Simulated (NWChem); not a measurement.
ZrF$_{4}$; SMILES [F][Zr]([F])([F])[F]

```xyz
5

Zr     0.0000     0.0000     0.0000
F      1.5271     0.2869     1.0853
F     -1.5134    -0.2914     1.1031
F      0.2822    -1.5181    -1.0991
F     -0.2960     1.5225    -1.0893
```
Atoms are numbered in this order, from 1.

Level: PBE0/def2-SVP with def2 effective core potentials on Zr (NWChem), optimised geometry, unscaled harmonic frequencies. def2 effective core potentials on Zr; no spin-orbit coupling.

```
frequency (cm⁻¹)  IR intensity (km/mol)
----------------  ---------------------
157                                 0.0
157                                 0.0
169                                30.7
169                                30.7
169                                30.7
687                                 0.0
712                               191.9
712                               191.9
712                               191.9
```

```yaml
zero_point_energy: 5.2 kcal/mol
thermal correction to the enthalpy at 298.15 K (with zero-point energy): 9.8 kcal/mol
heat capacity Cv: 18.7 cal/(mol K)
entropy at 298.15 K and 1 atm (symmetry number 12): 77.1 cal/(mol K)
```

Rigid rotor and harmonic oscillator.
